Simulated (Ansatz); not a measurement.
Isolated molecules relaxed with PBE0-D4/def2-TZVP in Ansatz; ΔE leaves out vibrations. CCSD(T)/CBS is the MP2 limit (def2-TZVPP, def2-QZVPP) plus CCSD(T) − MP2 in def2-TZVPP, frozen cores. Functionals use def2-TZVPP. B3LYP here is the variant with VWN-RPA as its local correlation; programs differ in this. One conformer a species, not always the lowest.

Consider the substitution at a C–N bond: `CN[SiH](C)S` + `CC=N` → `C/C=N/C` + `C[SiH](N)S`.

**Question.** Is it downhill or uphill in electronic energy at CCSD(T)/CBS, and by how much? (Estimate.)

**Answer.** Computed: Downhill: ΔE = -27.1 kJ/mol.

**Question.** What do these levels give: PBE, B3LYP, CCSD/def2-TZVPP, HF/def2-QZVPP, MP2/def2-QZVPP, SCS-MP2/def2-QZVPP? (Best estimate.)

**Answer.** Computed: PBE -30.4, B3LYP -30.5, CCSD/def2-TZVPP -25.7, HF/def2-QZVPP -28.0, MP2/def2-QZVPP -29.7, SCS-MP2/def2-QZVPP -28.2 kJ/mol.

Largest T1 diagnostic among the species: 0.012.

The D4 term adds +3.3 kJ/mol with B3LYP and +2.0 kJ/mol with PBE0; it sums over pairs of atoms, weighted by their polarisabilities, and B3LYP, whose exchange is more repulsive, gets the larger term.
